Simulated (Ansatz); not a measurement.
Consider the ligand exchange at a B–N bond: `NBO` + `[NH2][AlH2]` → `OB[NH][AlH2]` + NH₃.

Computed with Ansatz on PBE0-D4/def2-TZVP structures; ΔE is electronic, products minus reactants. CCSD(T)/CBS adds triple-zeta CCSD(T) − MP2 to the extrapolated MP2 energy (def2 sets, frozen cores). This one scheme is used for every species. DFT in def2-TZVPP. HSE06 is defined as in plane-wave codes. One conformer a species, not always the lowest.

```json
{"level": "BLYP-D4", "ΔE (kJ/mol)": "14.9"}
{"level": "B97M-V", "ΔE (kJ/mol)": "13.2"}
{"level": "CAM-B3LYP-D4", "ΔE (kJ/mol)": "17.6"}
{"level": "ωB97M-V", "ΔE (kJ/mol)": "14.4"}
{"level": "HSE06", "ΔE (kJ/mol)": "16.0"}
{"level": "CAM-B3LYP", "ΔE (kJ/mol)": "20.1"}
{"level": "CCSD/def2-SVP", "ΔE (kJ/mol)": "17.1"}
{"level": "HF/def2-QZVPP", "ΔE (kJ/mol)": "17.5"}
```

(1) What does CCSD(T)/CBS give? (Estimate.)

(2) What do rigid-rotor, harmonic-oscillator terms from PBE0-D4/def2-TZVP frequencies (298.15 K, 1 bar) make of the CCSD(T)/CBS value? (Best estimate.)

Largest T1 diagnostic among the species: 0.012.

## Answers

(1) Computed: +11.5 kJ/mol. The listed levels differ from it by 3.4, 1.7, 6.1, 2.9, 4.5, 8.6, 5.6, 6.0 kJ/mol.

(2) Computed: ΔZPE = -1.1 kJ/mol, ΔH = +12.1 kJ/mol, ΔS = -9 J/(mol·K), ΔG = +14.9 kJ/mol.

The D4 term adds −4.3 kJ/mol with B3LYP and −2.4 kJ/mol with PBE0; it sums over pairs of atoms, weighted by their polarisabilities, and B3LYP, whose exchange is more repulsive, gets the larger term. In def2-TZVPP, CCSD(T) changes the Hartree–Fock value by −6.5 kJ/mol (the triples alone add −1.6 kJ/mol) and MP2 by −5.8 kJ/mol. At CCSD(T), def2-SVP lies +4.5 kJ/mol from the extrapolated value and def2-TZVPP −0.5 kJ/mol.

B3LYP here is the variant with VWN-RPA as its local correlation; programs differ in this.
